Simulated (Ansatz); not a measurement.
## A substitution series on In: CH3 to NH2

On one In centre, n of the CH3 ligands are replaced by NH2. The atomisation energy (no zero-point term) y in kJ/mol at CCSD(T)/def2-TZVPP. Shapes: PBE0-D4/def2-TZVP. Programs: Ansatz 0.2.0.

| molecule | n | y (kJ/mol) |
| --- | --- | --- |
| In(CH3)3 | 0 | 4421 |
| In(CH3)2(NH2) | 1 | 3949 |
| In(CH3)(NH2)2 | 2 | ? |
| In(NH2)3 | 3 | 2963 |

Problem. Fit y = c + s·n to the known rows and predict In(CH3)(NH2)2.

Solution. 
1. Means of the 3 rows: n = 1.33333, y = 3777.7.
2. Σ(Δn)² = 4.6667, Σ(Δn·Δy) = -2272.7, so the slope is -2272.7/4.6667 = -487.
3. Intercept: 3777.7 − (-487) × 1.33333 = 4427.0. The largest residual of the fit is 9.0.
4. In(CH3)(NH2)2: 4427.0 + (-487) × 2 = 3453 kJ/mol.

The run gave 3460 kJ/mol, so the prediction is off by -7 kJ/mol, within the largest residual. The steps per swap are -472, -489, -497 kJ/mol. The slope is the difference between a In–NH2 and a In–CH3 bond with the ligands’ own bonds. Other levels give for In(CH3)(NH2)2: SPW92/def2-TZVPP 4069; PBE-D4/def2-TZVPP 3610; PBE0-D4/def2-TZVPP 3537 kJ/mol. Coupled cluster in double- or triple-zeta sets underbinds by a few per cent against its basis-set limit. For atoms past krypton def2 sets carry core potentials with scalar relativity. Outer-core shells of In are correlated, in sets that cover them unevenly.
